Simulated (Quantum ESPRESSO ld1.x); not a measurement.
Species: the erbium ion Er3+. Configuration: [Xe] 4f10 6p1 (not the ground configuration).

All-electron calculation, Dirac Kohn-Sham, LDA (Slater exchange, VWN5 correlation), spin-unpolarised, spherical densities, point nucleus; open shells are shared between the two j in proportion to 2j + 1. Program: ld1.x of Quantum ESPRESSO 7.5.

Energy parts (hartree):
part                     energy
total                 -13088.99
kinetic                14447.17
electron-nucleus      -32290.78
Hartree                 5023.80
exchange-correlation    -269.18

Orbitals (lengths in bohr, moments of r in powers of bohr; r(max) is where P^2 peaks):
orbital      occ.  eigenvalue (hartree)   r(max)      <r^2>  small-component weight
1s1/2           2              -2105.84  0.01287  0.0005685                6.47e-02
2s1/2           2              -355.042  0.07346   0.008786                1.44e-02
2p1/2           2              -338.345  0.05513   0.006334                1.45e-02
2p3/2           4              -304.691  0.06136   0.007554                1.33e-02
3s1/2           2              -80.9113   0.2076    0.05806                4.65e-03
3p1/2           2              -73.5731   0.1951    0.05371                4.60e-03
3p3/2           4              -66.5091   0.2082    0.06056                4.26e-03
3d3/2           4              -53.9191   0.1642    0.04769                4.14e-03
3d5/2           6              -52.3745   0.1678    0.04959                4.05e-03
4s1/2           2              -17.3236   0.4740     0.2908                1.51e-03
4p1/2           2              -14.3896   0.4759     0.3031                1.43e-03
4p3/2           4              -12.7811   0.5037     0.3407                1.30e-03
4d3/2           4              -7.93970   0.5056     0.3818                1.12e-03
4d5/2           6              -7.64532   0.5146     0.3963                1.09e-03
4f5/2     4.28571              -1.77801   0.4975     0.6652                7.08e-04
4f7/2     5.71429              -1.73272   0.5024     0.6845                6.94e-04
5s1/2           2              -3.33559    1.090      1.630                3.35e-04
5p1/2           2              -2.48820    1.176      1.992                2.75e-04
5p3/2           4              -2.25135    1.253      2.265                2.44e-04
5d3/2           0              -1.13175    1.596      4.199                1.32e-04
5d5/2           0              -1.10760    1.629      4.364                1.28e-04
6s1/2           0              -0.99895    2.617      8.960                7.18e-05
6p1/2    0.333333              -0.79245    3.002      11.73                5.67e-05
6p3/2    0.666667              -0.75146    3.169      12.88                5.28e-05

The highest occupied level is 6p3/2 at -20.448 eV. The configuration is held as typed, so some empty levels lie below it. Summed over all electrons, <r^2> = 43.03 bohr^2, which gives a Langevin (diamagnetic) susceptibility term of -34.1 x 10^-6 cm^3/mol. The density falls to 0.001 e/bohr^3 at r = 4.26 bohr.
